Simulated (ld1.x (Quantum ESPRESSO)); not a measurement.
**Transferability test, TM potential for indium**

```json
{
  "Element": "In (Z = 49)",
  "Generator": "ld1.x (Quantum ESPRESSO) 7.5",
  "Type": "norm-conserving Troullier–Martins (Kleinman–Bylander form)",
  "Functional": "LDA (PZ)",
  "Relativity": "non-relativistic",
  "Frozen core": "[Kr]",
  "Valence charge": "13",
  "Reference configuration": "4d10 5s1 5p2",
  "Partial waves": "5p (bound): rc 2.00 bohr; 4d (bound): rc 1.30 bohr; 5s (bound): rc 2.15 bohr",
  "Local potential": "the s channel",
  "Core correction": "a·sin(br)/r model core, default radius (core density twice the valence density)"
}
```

Energies are relative to the spin-unpolarised reference configuration 4d10 5s1 5p2; without spin polarisation the order of configurations can differ from experiment. Spin-polarised rows fill each open shell by Hund’s rule, majority spin first.

| valence configuration | charge | ΔE all-electron (eV) | error AE − PS (meV) |
| --- | --- | --- | --- |
| 4d10 5s2 5p1 | 0 | -5.254 | -0.9 |
| 4d10 5s1 5p0 | +2 | 19.194 | -3.0 |
| 4d10 5s1 5p1 | +1 | 6.328 | +0.3 |
| 4d9 5s2 5p1 | +1 | 21.198 | -307 |
| 4d9 5s2 5p2 | 0 | 14.130 | -333 |
| 4d10 5s2 5p0.5 | +0.5 | -3.173 | -0.8 |
| 4d10 5s1 5p2 (spin-polarised) | 0 | -1.166 | +1.6 |

(1) What are ΔE and the potential's error for 4d10 5s2 5p0?

(2) What are ΔE and the potential's error for 4d10 5s2 5p1 (spin-polarised)?

Levels in the configuration 4d9 5s2 5p1:

```csv
level,all-electron (eV),pseudo (eV)
4d,-33.423,-34.032
5s,-16.918,-16.873
5p,-10.412,-10.381
```

## Answers

(1) ΔE = 0.402 eV all-electron; the error (AE − PS) is -0.6 meV.

(2) ΔE = -5.369 eV all-electron; the error (AE − PS) is -0.8 meV.
